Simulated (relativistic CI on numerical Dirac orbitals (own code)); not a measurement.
Method of calculation: Dirac-Coulomb-Breit CI, KLI orbitals optimised for each configuration, model QED, unscaled Slater integrals (own radial code, finite nucleus).

Configurations in the expansion (outside the closed core 1s2): 2s²2p⁵, 2s2p⁶, 2s²2p⁴3s, 2p⁶3s, 2p⁶3p, 2s²2p⁴3p, 2p⁶3d, 2s²2p⁴3d, 2s2p⁵3s, 2s2p⁵3p, 2s2p⁵3d, 2s²2p⁴4s, 2s²2p⁴4p, 2s²2p⁴4d, 2s²2p⁴4f, 2s²2p³3s², 2s²2p³3s3p, 2s2p⁵4s, 2s²2p⁴5s, 2s²2p³3s3d, 2s²2p⁴5p, 2s2p⁵4p, 2s²2p³3p², 2s²2p⁴5d, 2s²2p⁴5f, 2s²2p⁴5g, 2s2p⁵4d, 2s2p⁵4f, 2s²2p³3p3d, 2s2p⁴3s², 2s²2p³3d², 2s2p⁴3s3p, 2s2p⁴3s3d, 2s2p⁴3p², 2s2p⁵5s, 2s2p⁴3p3d. Levels of other configurations are missing.

At this charge energies of transitions that change n are usually good to better than 1 %, and those within a shell (Δn = 0) to a few per cent.

Outline of the computed level scheme of Au LXXI. Lowest level of each configuration: 2s²2p⁵ ²P°3/2 at 0.0 eV; 2s2p⁶ ²S1/2 at 2416.3 eV; 2s²2p⁴3s ⁴P5/2 at 9659.6 eV; 2s²2p⁴3p ⁴P°3/2 at 9811.7 eV; 2s²2p⁴3d ⁴D3/2 at 10502.5 eV; 2s2p⁵3s ⁴P°5/2 at 12008.9 eV; 2s2p⁵3p ⁴P3/2 at 12167.7 eV.

Some strong electric-dipole decays among the lowest 45 levels: 2s²2p⁴3d ²P3/2 → 2s²2p⁵ ²P°3/2 (2.6e+15 s⁻¹); 2s²2p⁴3d ²D5/2 → 2s²2p⁵ ²P°3/2 (2.2e+15 s⁻¹); 2s²2p⁴3d ²D5/2 → 2s²2p⁵ ²P°3/2 (1.4e+15 s⁻¹); 2s²2p⁴3d ²P1/2 → 2s²2p⁵ ²P°3/2 (1.0e+15 s⁻¹); 2s2p⁵3p ²P1/2 → 2s²2p⁵ ²P°3/2 (7.7e+14 s⁻¹); 2s2p⁵3p ²D5/2 → 2s²2p⁵ ²P°3/2 (6.9e+14 s⁻¹); 2s²2p⁴3d ⁴P1/2 → 2s²2p⁵ ²P°3/2 (4.9e+14 s⁻¹); 2s2p⁵3p ²D3/2 → 2s²2p⁵ ²P°3/2 (4.6e+14 s⁻¹).

LS names give the leading component of a level, which can be under half, so a name can repeat, a term be missing and a line seem to break the LS rules.
